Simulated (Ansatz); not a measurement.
`[NH2][Ge][NH2]` and `[NH2][Ge][Br]` differ in one atom or group.

Ansatz, PBE0-D4/def2-TZVP geometries, multiplicity 1. Each molecule was computed in one conformer, which needn't be the lowest.

Scalar relativity is left out up to krypton. Spin–orbit coupling is left out; it splits and shifts lone-pair levels of the heavy atoms by tenths of an eV.

```csv
property,`[NH2][Ge][NH2]`
LUMO energy (PBE0/def2-TZVPP) / eV,-0.59
zero-point energy (PBE0-D4/def2-TZVP) / kJ/mol,133.0
"ideal-gas entropy at 298 K and 1 bar (rigid rotor, harmonic PBE0-D4/def2-TZVP) / J/(mol·K)",294
HOMO energy (B3LYP/def2-TZVPP) / eV,-6.66
HOMO–LUMO gap (PBE/def2-TZVPP) / eV,4.22
HOMO–LUMO gap (PBE0/def2-TZVPP) / eV,6.22
```

Question: Give the same properties after the change, and the shifts. (Best estimate.)

Answer: The calculation gave: 
```
                                                                                  property  `[NH2][Ge][Br]`  shift
                                                        LUMO energy (PBE0/def2-TZVPP) / eV            -1.91  -1.32
                                            zero-point energy (PBE0-D4/def2-TZVP) / kJ/mol             69.7  -63.3
ideal-gas entropy at 298 K and 1 bar (rigid rotor, harmonic PBE0-D4/def2-TZVP) / J/(mol·K)              308     14
                                                       HOMO energy (B3LYP/def2-TZVPP) / eV            -7.20  -0.54
                                                       HOMO–LUMO gap (PBE/def2-TZVPP) / eV             3.65  -0.57
                                                      HOMO–LUMO gap (PBE0/def2-TZVPP) / eV             5.47  -0.75
```

With PBE0 the HOMO falls by 0.58 eV and the LUMO falls by 1.32 eV, so the gap narrows by about 0.74 eV. PBE moves the HOMO by -0.72 eV and ωB97M-V by -0.47 eV. The zero-point energy changes by -63.3 kJ/mol with -6 modes.

B3LYP here is the variant with VWN-RPA as its local correlation; programs differ in this.
